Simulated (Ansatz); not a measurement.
The cluster In7Sb8, relaxed as a doublet with UKS PBE-D4/def2-SVP in Ansatz, starting from packed atoms. Force threshold 0.03 eV/Å.

In the def2 sets In, Sb take a core potential; there is no spin–orbit coupling. Another isomer (doublet) lies 2.88 eV lower at PBE0-D4/def2-TZVP; other spin states weren't run for this one.

Start:

```csv
atom,x (Å),y (Å),z (Å)
In1,4.2794,-3.3229,-3.0970
In2,1.4220,0.6522,-5.9918
In3,-0.2649,-1.7005,6.4363
In4,-4.9584,4.8430,0.3304
In5,2.7199,-3.3312,2.1394
In6,-4.4440,2.4418,5.5932
In7,-0.9067,2.9798,-6.4823
Sb8,3.1605,-1.3234,-5.0131
Sb9,-2.3786,0.2657,6.1197
Sb10,4.0503,-4.0876,-0.1949
Sb11,-4.6454,5.5095,-2.5525
Sb12,1.7099,-3.2788,5.0333
Sb13,1.0206,1.8520,-8.6110
Sb14,-5.2020,3.8802,3.1235
Sb15,4.4374,-5.3799,3.1667
```

| step | energy (eV) | largest force component (eV/Å) | SCF passes |
| --- | --- | --- | --- |
| 1 | -88523.6263 | 1.079 | 159 |
| 2 | -88524.6938 | 0.971 | 101 |
| 3 | -88525.4336 | 0.885 | 111 |
| 4 | -88525.8088 | 0.970 | 70 |
| 5 | -88526.1523 | 0.551 | 70 |
| 6 | -88526.4162 | 0.416 | 74 |
| 7 | -88526.6884 | 0.613 | 76 |
| 8 | -88526.9680 | 0.596 | 113 |
| 9 | -88527.2139 | 0.515 | 94 |
| 10 | -88527.4132 | 0.395 | 86 |
| 11 | -88527.6726 | 0.305 | 105 |
| 15 | -88528.2309 | 0.185 | 74 |
| 19 | -88528.9626 | 0.300 | 184 |
| 23 | -88530.2457 | 0.552 | 54 |
| 27 | -88531.5922 | 0.267 | 33 |
| 31 | -88532.1970 | 0.156 | 34 |
| 35 | -88532.6474 | 0.257 | 31 |
| 39 | -88532.9301 | 0.202 | 33 |
| 43 | -88533.2351 | 0.272 | 42 |
| 47 | -88533.4213 | 0.266 | 33 |
| 51 | -88533.5196 | 0.157 | 31 |
| 55 (rejected) | -88533.5580 | 0.099 | 33 |
| 59 | -88533.5774 | 0.045 | 27 |
| 63 | -88533.5936 | 0.059 | 27 |
| 64 | -88533.5975 | 0.020 | 29 |

Force components are those of the run's own axes.

End:

```xyz
15

In    0.181   -2.692   -1.028
In    1.120    0.137   -3.422
In    0.260   -0.669    2.015
In   -3.034    2.901   -0.153
In    2.528   -0.672    0.245
In   -2.821    0.809    2.395
In   -1.023    3.039   -2.790
Sb    3.089   -1.437   -2.409
Sb   -0.743    0.919    4.084
Sb    2.674   -3.943    0.639
Sb   -1.345    4.920   -0.874
Sb    1.218   -3.283    2.979
Sb   -1.101    1.095   -4.676
Sb   -4.765    0.912    0.495
Sb    3.761   -2.037    2.500
```

Bonds lost: In5–Sb12 (atoms count from 1). Bonds formed: In3–In5, In5–Sb8, In7–Sb11, Sb10–Sb12, Sb10–Sb15, Sb12–Sb15 (atoms count from 1).

The force fell under the threshold at step 57, but the optimiser went on and released 0.024 eV more. No frequencies were taken in this run, so the end may be a saddle point.

Hardware: 2 threads of AMD EPYC 7R13 on a shared host and a share (18 GiB) of an NVIDIA H100 80GB HBM3. Wall time 7.5 min, peak host memory 1.2 GiB.
